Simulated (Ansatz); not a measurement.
This geometry of BClFH₂O (6 atoms, charge 1, multiplicity 1) is a first-order saddle point.

Theory: RKS PBE0-D4/6-31G in Ansatz 0.2.0.

```xyz
6
Properties=species:S:1:pos:R:3
O -0.274 0.760 0.057
B 0.304 -0.649 -0.060
F 1.610 -0.645 -0.277
Cl -0.756 -1.987 0.096
H -0.577 1.272 -0.723
H -0.307 1.248 0.907
```

Which two structures does it join? (They come from a converged band through this point; their orientation in space is the band's.)

No bond is made or broken. The dihedral H6–O1–B2–Cl4 goes from 180 to 0°. The two ends are copies of one structure, up to a mirror image or an exchange of like atoms.

Initial state:

```xyz
6
Properties=species:S:1:pos:R:3
O -0.245 0.744 0.090
B 0.285 -0.642 -0.046
F 1.508 -0.734 0.460
Cl -0.706 -1.832 -0.791
H -1.135 1.012 -0.225
H 0.293 1.452 0.511
```

Final state:

```xyz
6
Properties=species:S:1:pos:R:3
O -0.245 0.744 0.090
B 0.286 -0.642 -0.046
F 1.508 -0.733 0.460
Cl -0.706 -1.832 -0.790
H 0.292 1.453 0.511
H -1.135 1.010 -0.225
```

How far does it lie above each of them?

0.36 eV above the first and 0.36 eV above the second. This is the barrier of this one path; another mechanism may lie lower. Limits of this set-up: no polarisation functions, the dipole of an ion depends on the origin.

The run took 73 s on 1 thread of Intel(R) Xeon(R) Processor @ 2.70GHz, on a shared host, peak memory 0.11 GiB.
